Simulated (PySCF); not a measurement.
# Spinor energies of Ta (tantalum, neutral)

Start: [Xe] 4f14 5d3 6s2; 5d3/2 filled at m_j = -1/2, +1/2, +3/2. Calculated with PySCF 2.14 in x2c-TZVPall-2c: generalised Hartree-Fock with the X2C-1e Hamiltonian and a Gaussian nucleus; one run each with spin-orbit coupling (SO) switched off, then screened by Boettger's factors.

| spinor shell | electrons | ε, spin-free (eV) | ε, screened SO (eV) | weight of nominal j (screened SO) | rms radius, screened SO (bohr) |
| --- | --- | --- | --- | --- | --- |
| 1s1/2 | 2 | -67775.3 | -67755.3 | 1.000 | 0.0211 |
| 2s1/2 | 2 | -11784.2 | -11777.8 | 1.000 | 0.0853 |
| 2p1/2 | 2 | -10329.2 | -11235.3 | 1.000 | 0.0726 |
| 2p3/2 | 4 | -10329.2 | -9959.5 | 1.000 | 0.0799 |
| 3s1/2 | 2 | -2760.5 | -2758.3 | 1.000 | 0.218 |
| 3p1/2 | 2 | -2320.1 | -2517.5 | 1.000 | 0.210 |
| 3p3/2 | 4 | -2320.1 | -2238.0 | 1.000 | 0.225 |
| 3d3/2 | 4 | -1801.0 | -1836.1 | 1.000 | 0.199 |
| 3d5/2 | 6 | -1801.0 | -1775.6 | 1.000 | 0.203 |
| 4s1/2 | 2 | -594.27 | -593.46 | 1.000 | 0.488 |
| 4p1/2 | 2 | -447.18 | -492.91 | 1.000 | 0.497 |
| 4p3/2 | 4 | -447.18 | -427.82 | 1.000 | 0.530 |
| 4d3/2 | 4 | -255.18 | -262.19 | 1.000 | 0.557 |
| 4d5/2 | 6 | -255.18 | -249.71 | 1.000 | 0.569 |
| 5s1/2 | 2 | -86.959 | -86.706 | 1.000 | 1.19 |
| 5p1/2 | 2 | -48.159 | -55.820 | 0.958 | 1.33 |
| 5p3/2 | 4 | -48.159 | -44.670 | 0.978 | 1.42 |
| 4f5/2 | 6 | -40.308 | -41.082 | 0.992 | 0.705 |
| 4f7/2 | 8 | -40.308 | -38.971 | 0.994 | 0.705 |
| 5d3/2 | 3 | -8.919 | -8.976 | 0.708 | 2.32 |
| 6s1/2 | 2 | -6.867 | -6.836 | 0.995 | 3.83 |

```json
{"quantity": "E (hartree)", "spin-free": "-15592.96479", "screened SO": "-15610.33067"}
{"quantity": "M_J", "spin-free": "3/2", "screened SO": "3/2"}
{"quantity": "⟨J²⟩", "spin-free": "6.804", "screened SO": "6.052"}
{"quantity": "⟨L²⟩", "spin-free": "12.028", "screened SO": "11.949"}
{"quantity": "⟨S²⟩", "spin-free": "3.776", "screened SO": "3.786"}
```

The determinant has a definite M_J but mixes levels of different J.

Each row is a mean over spinors that exchange with the open shell spreads, by up to 2.465 eV (5s1/2).

Rows whose weight is well below 1 are mixtures of j = l ± 1/2: exchange outweighs spin-orbit coupling there, and the label is only the starting occupation.

Breit and QED terms are absent; they matter most for the inner s and p1/2 levels.

Densities and radii are taken from the X2C orbitals without a picture-change correction, which distorts them close to the nucleus.

Without spin-orbit coupling the j labels of p, d and f shells carry no meaning; the spin-free column gives the mean over the occupied spinors of each nl shell, and its ⟨J²⟩ belongs to a mixture of degenerate components.
